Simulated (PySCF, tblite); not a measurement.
Isomers of C6H8NO (doublet state), one GFN2-xTB conformer each. Single-point energies are computed at B3LYP/pcH-1 (PySCF, gas phase, no added dispersion term), electronic only. GFN2-xTB treats the open shell by occupation alone, and not every SCF solution was tested for stability.

```tsv
SMILES	GFN2-xTB relative energy (kcal/mol)
C[C@@H]1[CH]C(C(N)=O)=C1	28.0
CC#C[C](C)NC=O	19.7
[CH2]c1ccc(CN)o1	3.1
CC(=O)C1=CN[CH]C1	0.0
[H]/[C]=C\[C@H]1COC/C1=N/[H]	53.8
```

Conformers: `[CH3:1][C@@H:2]1[CH:3][C:4]([C:5]([NH2:6])=[O:7])=[CH:8]1` (doublet state) with C3–C4–C5–N6 180°, C4–C5–N6–H 180° and 0°; `[CH3:1][C:2]#[C:3][C:4]([CH3:5])[NH:6][CH:7]=[O:8]` (doublet state) with C3–C4–N6–C7 180°, C4–N6–C7–O8 0°; `[CH2:1][c:2]1[cH:3][cH:4][c:5]([CH2:6][NH2:7])[o:8]1` (doublet state) with H–C1–C2–C3 180° and 1°, C4–C5–C6–N7 88°, C5–C6–N7–H 61° and -58°; `[CH3:1][C:2](=[O:3])[C:4]1=[CH:5][NH:6][CH:7][CH2:8]1` (doublet state) with C1–C2–C4–C5 180°; `[H]/[C:1]=[CH:2]\[C@H:3]1[CH2:4][O:5][CH2:6]/[C:7]1=[N:8]/[H]` (doublet state) with C1–C2–C3–C4 138°, C2–C3–C4–O5 85°, C3–C4–O5–C6 36°, C4–O5–C6–C7 -27°, O5–C6–C7–N8 -172°.

Question: What does B3LYP/pcH-1 give for the same structures?

Answer: 
```
                      SMILES  B3LYP/pcH-1 E (Eh)  B3LYP/pcH-1 (kcal/mol)  GFN2-xTB (kcal/mol)  point group
           CC(=O)C1=CN[CH]C1          -363.39347                     0.0                  0.0           Cs
            [CH2]c1ccc(CN)o1          -363.39222                     0.8                  3.1           C1
              CC#C[C](C)NC=O          -363.37806                     9.7                 19.7            –
    C[C@@H]1[CH]C(C(N)=O)=C1          -363.37401                    12.2                 28.0           C1
[H]/[C]=C\[C@H]1COC/C1=N/[H]          -363.31209                    51.1                 53.8           C1
```

Both levels put the same isomer lowest; measured from each level's own lowest isomer, the values differ by up to 15.8 kcal/mol (C[C@@H]1[CH]C(C(N)=O)=C1: 28.0 against 12.2). Neighbours under 5.0 kcal/mol apart (CC(=O)C1=CN[CH]C1 and [CH2]c1ccc(CN)o1; CC#C[C](C)NC=O and C[C@@H]1[CH]C(C(N)=O)=C1) can change places with a better method, another conformer or zero-point energy.

Question: What happens when harmonic zero-point energies from GFN2-xTB frequencies are added?

Answer: 
| SMILES | ZPE (kcal/mol) | electronic (kcal/mol) | with ZPE (kcal/mol) |
| --- | --- | --- | --- |
| CC(=O)C1=CN[CH]C1 | 78.8 | 0.0 | 0.0 |
| [CH2]c1ccc(CN)o1 | 79.5 | 0.8 | 1.4 |
| CC#C[C](C)NC=O | 77.2 | 9.7 | 8.1 |
| C[C@@H]1[CH]C(C(N)=O)=C1 | 78.1 | 12.2 | 11.5 |
| [H]/[C]=C\[C@H]1COC/C1=N/[H] | 78.2 | 51.1 | 50.5 |

The zero-point energies span 2.3 kcal/mol. The order is unchanged.
